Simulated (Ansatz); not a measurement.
This geometry of a periodic cell of 19 atoms, KC18 (surface graphene monolayer, adsorbate K) is a first-order saddle point.

All numbers below come from DFT PBE, scalar-relativistic, plane waves, PAW in Ansatz. Settings: cutoff 420 eV, k mesh 2x2x1, gaussian smearing 0.05 eV, spin collinear.

```xyz
19
Lattice="7.3980 0.0000 0.0000 -3.6990 6.4069 0.0000 0.0000 0.0000 12.0000" Properties=species:S:1:pos:R:3
C -0.025 -0.012 1.035
C 1.207 0.699 1.026
C -1.256 2.122 1.021
C -0.026 2.836 1.025
C -2.490 4.260 1.023
C -1.257 4.971 1.034
C 2.441 -0.014 1.023
C 3.675 0.698 0.988
C 1.206 2.123 1.000
C 2.439 2.837 0.938
C -0.025 4.259 1.023
C 1.207 4.971 1.025
C 4.909 -0.013 1.021
C 6.141 0.699 1.023
C 3.676 2.122 0.921
C 4.909 2.835 0.988
C 2.440 4.261 1.000
C 3.674 4.972 1.026
K 3.194 2.401 3.549
```

Which two structures does it join? (They come from a converged band through this point; their orientation in space is the band's.)

Contacts lost: C2–K19, C7–K19, C8–K19, C9–K19. Contacts made: C5–K19, C16–K19, C17–K19, C18–K19. The atom that moves furthest is K19, by 2.47 Å.

Initial state:

```xyz
19
Lattice="7.3980 0.0000 0.0000 -3.6990 6.4069 0.0000 0.0000 0.0000 12.0000" Properties=species:S:1:pos:R:3
C -0.020 -0.018 1.019
C 1.212 0.694 0.991
C -1.251 2.119 1.022
C -0.020 2.832 1.019
C -2.484 4.255 1.022
C -1.251 4.964 1.019
C 2.448 -0.020 0.991
C 3.684 0.694 0.991
C 1.212 2.121 0.991
C 2.448 2.834 0.991
C -0.018 4.255 1.022
C 1.215 4.966 1.022
C 4.917 -0.018 1.019
C 6.147 0.696 1.022
C 3.684 2.121 0.991
C 4.917 2.832 1.018
C 2.448 4.257 1.018
C 3.681 4.966 1.022
K 2.451 1.410 3.503
```

Final state:

Only the atoms that move by more than 0.05 Å are listed.
```
K19 3.684 3.545 3.503
```

How far does it lie above each of them?

0.089 eV above the first and 0.089 eV above the second. This is the barrier of this one path; another mechanism may lie lower. Limits of this set-up: slab without dipole correction.

The run took 3 min on 2 threads of Arm Neoverse V2 (shared host), peak memory 1.8 GiB.
